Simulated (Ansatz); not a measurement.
As (SMILES [As]), quartet.

Ansatz (a program for electronic structure) was given this input:
Ansatz 0.2 input:
```yaml
crystal:
  periodic: [false, false, false]
  atoms:
    - {symbol: As, position_ang: [0.00000000, 0.00000000, 0.00000000]}
basis:
  gaussian:
    orbitals: cc-pVDZ
hamiltonian:
  xc: cam_b3lyp
magnetization: {spin_polarized: true, initial_magnetization: 3}
```

### Question
What does this run give for the <S^2>, number of basis functions, total energy?

### Answer

| Item | Result |
|---|---|
| <S^2> | 3.750 |
| number of basis functions | 27 |
| total energy | -2235.9037 Eh |
